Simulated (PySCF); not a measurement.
# Electron correlation in Xe²⁺ (xenon, charge +2)

[Kr] 4d10 5s2 5p4, high-spin 3P determinant. Computed with PySCF 2.14 in cc-pVDZ-PP with ECP28MDF, with scalar relativity through the core potential. Frozen: 4s2 4p6 4d10; 6 electrons correlated.

MP2 pair energies summed by pair of shells (mhartree):

| pair | energy | share (%) |
| --- | --- | --- |
| 5p-5p | -30.24 | 49.9 |
| 5s-5p | -26.31 | 43.4 |
| 5s-5s | -4.11 | 6.8 |

Total MP2 correlation energy: -60.66 mhartree.

Same-spin part -15.15 and opposite-spin part -45.51 mhartree; SCS-MP2 scales them by 1/3 and 6/5 to -59.66 mhartree.

```csv
level,correlation energy (mhartree)
CCSD,-73.88
(T),-0.65
CCSD(T),-74.53
```

Diagnostics: T1 = 0.0060, D1 = 0.0188, largest double amplitude 0.054.

Cost of the coupled-cluster step: 0.15 s of wall time on 1 thread of Neoverse-N1 (shared host), for 6 correlated electrons.
